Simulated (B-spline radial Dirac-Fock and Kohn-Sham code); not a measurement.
**Elastic and transport cross sections of iron for positrons**

Calculated with a B-spline atomic structure program, using relativistic (Dirac) partial waves in the static field of the Dirac-Fock atom, without polarisation or absorption potentials. Below a few hundred eV the neglected polarisation potential matters, most of all at small angles. σ_tr1 and σ_tr2 weight the cross section with 1 − P₁ and 1 − P₂ of cos θ; "backward" is the share scattered beyond 90°.

| energy (eV) | σ (a₀²) | σ_tr1 (a₀²) | σ_tr2 (a₀²) | σ/σ_tr1 | backward (%) |
| --- | --- | --- | --- | --- | --- |
| 114 | 15.0 | 2.87 | 5.05 | 5.23 | 5.2 |
| 179 | 12.4 | 2.05 | 3.63 | 6.04 | 4.4 |
| 188 | 12.1 | 1.97 | 3.50 | 6.14 | 4.3 |
| 190 | 12.0 | 1.95 | 3.47 | 6.16 | 4.3 |
| 214 | 11.4 | 1.78 | 3.18 | 6.40 | 4.1 |
| 914 | 5.69 | 0.494 | 0.972 | 11.5 | 1.8 |
| 982 | 5.48 | 0.458 | 0.908 | 12.0 | 1.7 |
| 2620 | ? | ? | ? | ? | ? |
| 2700 | 3.14 | 0.142 | 0.305 | 22.2 | 0.72 |
| 8830 | 1.44 | 0.0283 | 0.0654 | 50.8 | 0.24 |
| 15000 | 0.969 | 0.0127 | 0.0302 | 76.4 | 0.14 |
| 18600 | 0.821 | 0.00903 | 0.0218 | 90.9 | 0.11 |
| 54100 | 0.353 | 0.00156 | 0.00395 | 227 | 0.034 |
| 95200 | 0.230 | 0.000601 | 0.00156 | 384 | 0.017 |
| 95300 | 0.230 | 0.000600 | 0.00156 | 384 | 0.017 |
| 112000 | 0.205 | 0.000457 | 0.00120 | 449 | 0.014 |

Problem. Fill in the row for 2.62 keV.

Solution. σ = 3.19 a₀², σ_tr1 = 0.147 a₀², σ_tr2 = 0.316 a₀², σ/σ_tr1 = 21.7, backward 0.74 %. The ratio σ/σ_tr1 is roughly the number of elastic collisions that randomise the direction.
